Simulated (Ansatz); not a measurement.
Cost and result for the atomization energy of ClH$_{5}$O$_{2}$Si$_{2}$ (`O[SiH](O)[SiH2]Cl`) (10 atoms, 9 bonds).

```
atom   x (Å)   y (Å)   z (Å)
  O1  -1.444   0.051  -1.432
 Si2  -0.755   0.159   0.048
  O3  -0.629   1.751   0.443
 Si4   1.358  -0.835  -0.133
 Cl5   2.254  -0.521   1.713
  H6  -2.302   0.459  -1.568
  H7  -1.568  -0.529   1.095
  H8  -0.453   1.973   1.359
  H9   1.316  -2.302  -0.361
 H10   2.223  -0.206  -1.163
```

Charge 0, multiplicity 1. The structure was optimised at the PBE0-D4/def2-TZVP level. It is one conformer, not always the lowest. Program: Ansatz. Hardware: A = 2 threads of an AMD EPYC 7R13 on a shared host; B = 2 threads of an AMD EPYC 7R13 on a shared host and a share of an NVIDIA H100 80 GB. Times are those of one run each, without the atoms' runs, and a repeat can differ threefold. Electronic energies, without spin–orbit coupling; frozen cores. CCSD(T)/CBS adds CCSD(T) − MP2 in def2-TZVPP to the MP2 limit, and its time is that of the two runs behind it. T1 = 0.011. B3LYP takes the VWN-RPA correlation (the form of Gaussian; ORCA's B3LYP/G).

CCSD(T)/CBS is a level of theory with its own doubt, some kJ/mol a heavy atom from the limit and from the frozen cores, so smaller differences don't rank the functionals.

```
                                 level  functions  wall time
                CCSD(T)/def2-TZVPP [B]        258      2.9 s
                    MP2/def2-QZVPP [B]        474      3.6 s
   PBE-D4/def2-TZVPP (with forces) [A]        258      4.2 s
                PBE0-D4/def2-TZVPP [A]        258        6 s
                     CCSD(T)/CBS(def2)          –      6.4 s
r2SCAN-D4/def2-TZVPP (with forces) [A]        258      7.5 s
 B3LYP-D4/def2-TZVPP (with forces) [A]        258        8 s
                 B2PLYP/def2-TZVPP [A]        258      9.1 s
                ωB97X-V/def2-TZVPP [A]        258       12 s
  ωB97M-V/def2-TZVPP (with forces) [A]        258       18 s
```

Problem. What atomization energy does each give, and how far from CCSD(T)/CBS? (Estimate.)

Solution. The calculation gave: 
```
                                 level  atomization (kJ/mol)  difference from CCSD(T)/CBS  per bond
                CCSD(T)/def2-TZVPP [B]                3368.8                       -116.2     -12.9
                    MP2/def2-QZVPP [B]                3508.3                         23.3       2.6
   PBE-D4/def2-TZVPP (with forces) [A]                3475.0                        -10.0      -1.1
                PBE0-D4/def2-TZVPP [A]                3419.2                        -65.8      -7.3
                     CCSD(T)/CBS(def2)                3485.0                          0.0       0.0
r2SCAN-D4/def2-TZVPP (with forces) [A]                3468.6                        -16.4      -1.8
 B3LYP-D4/def2-TZVPP (with forces) [A]                3438.9                        -46.1      -5.1
                 B2PLYP/def2-TZVPP [A]                3409.5                        -75.5      -8.4
                ωB97X-V/def2-TZVPP [A]                3483.4                         -1.6      -0.2
  ωB97M-V/def2-TZVPP (with forces) [A]                3472.5                        -12.5      -1.4
```

In def2-TZVPP, CCSD(T) changes the Hartree–Fock value by +862.1 kJ/mol (the triples alone add +49.4 kJ/mol) and MP2 by +931.7 kJ/mol; breaking electron pairs costs correlation energy, which Hartree–Fock lacks. The D4 term adds +39.8 kJ/mol with B3LYP and +21.0 kJ/mol with PBE0; it sums over pairs of atoms, weighted by their polarisabilities, and B3LYP, whose exchange is more repulsive, gets the larger term. From PBE to PBE0 (25 % exact exchange), in def2-TZVPP and without D4, the atomization energy moves by −52.3 kJ/mol: exact exchange takes away binding that semilocal exchange gives to molecules.
